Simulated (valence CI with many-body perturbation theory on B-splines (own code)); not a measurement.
Eu XXIII: key properties

Computed by configuration interaction combined with many-body perturbation theory (CI+MBPT): five valence electrons over a frozen Dirac-Fock core [Kr], radial functions for each j: 7 s, 7 p, 8 d, 6 f, 4 g, 1 h, with the one-electron correlation potential Σ1, the two-electron term Σ2, the three-electron term Σ3, Breit, model QED; selected CI, second order for the rest, scaled by the run's own slope (own B-spline code, finite nucleus).

No measured levels were compared; by estimate terms of the open shell hold to 2 to 4 % of their energy, and close levels can change places. Among the levels kept, up to 450 cm⁻¹ of a level comes from second order outside the variational space, and about a tenth of that is noise between levels of different J, which matters for small intervals. The list stops below the first excitations out of the core.

Levels are named by their leading jj configuration (3d3/2^4 stands for four electrons in 3d with j = 3/2), which in mixed levels can hold well under half, so a name can repeat and another be missing.

Rates and lifetimes use the calculated energies. Strong lines usually hold to 10 to 20 %, long lifetimes can be off by a factor of two.

Question: What is the ground level?

Answer: (4d3/2^4 4d5/2) J=5/2, composition 51 % 4d5 6S + 28 % 4d5 4P + 9 % 4d5 2D, g = 1.711.

Question: How well does LS coupling describe the low levels?

Answer: Among the lowest 20 levels the leading LS term, summed over configurations, holds 50 % on average. For single configurations the figures are 50 % in LS and 79 % in jj coupling. Terms mix most in the J = 5/2 level at 4.904 eV, where the leading one holds 26 %.

Question: What is the ionisation energy?

Answer: 709.59 eV; NIST lists 709 ± 4 eV (theoretical).
